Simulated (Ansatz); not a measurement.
Consider the hydrogenolysis of the In–Cl bond: `C[CH2][In]([F])[Cl]` + H₂ → `C[CH2][InH][F]` + HCl.

Calculated with Ansatz (gas phase, PBE0-D4/def2-TZVP geometries, no zero-point term in ΔE). CCSD(T)/CBS adds triple-zeta CCSD(T) − MP2 to the extrapolated MP2 energy (def2 sets, frozen cores). This one scheme is used for every species. DFT in def2-TZVPP. Elements past krypton have def2 core potentials. For In outer-core shells are correlated without core-valence functions, which leaves a few kJ/mol of doubt a bond. One conformer a species, not always the lowest.

```json
{"species": "`C[CH2][In]([F])[Cl]`", "ωB97M-V energy (Eh)": "-829.42857"}
{"species": "H₂", "ωB97M-V energy (Eh)": "-1.16132"}
{"species": "`C[CH2][InH][F]`", "ωB97M-V energy (Eh)": "-369.76222"}
{"species": "HCl", "ωB97M-V energy (Eh)": "-460.79014"}
```

Q: Work out ΔE.

A: ΔE = (-369.76222) + (-460.79014) − (-829.42857) − (-1.16132) = 0.03753 Eh = +98.5 kJ/mol. CCSD(T)/CBS gives +103.3 kJ/mol.

Largest T1 diagnostic among the species: 0.014.

Leaving LDA and LC-ωPBE aside and taking each functional with its dispersion term where it has one, the values, not all of them listed here, spread over 9.1 kJ/mol, from CAM-B3LYP-D4 to r2SCAN-D4. LDA lies −10.9 kJ/mol from PBE without D4. The D4 term adds +4.1 kJ/mol with B3LYP and +2.4 kJ/mol with PBE0; it sums over pairs of atoms, weighted by their polarisabilities, and B3LYP, whose exchange is more repulsive, gets the larger term.

B3LYP here is the variant with VWN-RPA as its local correlation; programs differ in this.
